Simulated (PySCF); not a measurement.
Tetrasilane, SMILES [SiH3][SiH2][SiH2][SiH3] (H10Si4), singlet at its PBE0/def2-SVP optimised geometry (Å):

```
14

Si     0.3993     2.2629     0.0000
Si    -0.3960     1.1040    -1.8812
Si     0.4085    -1.1039    -1.8787
Si    -0.3993    -2.2632    -0.0032
H     -0.0839     3.6780     0.0000
H     -0.0775     1.5913     1.2487
H      1.8949     2.2629     0.0000
H      0.0390     1.8122    -3.1273
H     -1.8937     1.0800    -1.8540
H      1.9060    -1.0798    -1.8415
H     -0.0181    -1.8118    -3.1280
H     -1.8949    -2.2642    -0.0139
H      0.0848    -3.6780     0.0003
H      0.0681    -1.5913     1.2488
```

Level of theory: PBE0/def2-TZVP run with PySCF. Cells within 0.4 Å of a nucleus heavier than hydrogen are left out (blank, or x).

Map of the Laplacian of the electron density (e/bohr⁵), clipped to [-1.50, 1.50] on the plane z = 0.0 Å:

```
|555555555555555555555555555|
|555555555555555555555555555|
|555555555555555555555555555|
|555555555555555555555555555|
|555555555555555555555555555|
|555555555555404555555555555|
|555555555555434555555555555|
|555555555555589645555555555|
|55555555555559x930555555555|
|555555555555599744555555555|
|555555555555555555555555555|
|555555555555555555555555555|
|555555555555555555555555555|
|555555555555555555555555555|
|555555555555555555555555555|
|555555555555555555555555555|
|555555555555555555555555555|
|555555555447995555555555555|
|555555555039x95555555555555|
|555555555446985555555555555|
|555555555555434555555555555|
|555555555555404555555555555|
|555555555555555555555555555|
|555555555555555555555555555|
|555555555555555555555555555|
|555555555555555555555555555|
|555555555555555555555555555|
```
Scale: ten equal steps from -1.50 (start of '0') to 1.50 (end of '9'), in the order '0123456789'; x runs from -6.00 to 6.00, y from -6.00 (bottom) to 6.00 (top).
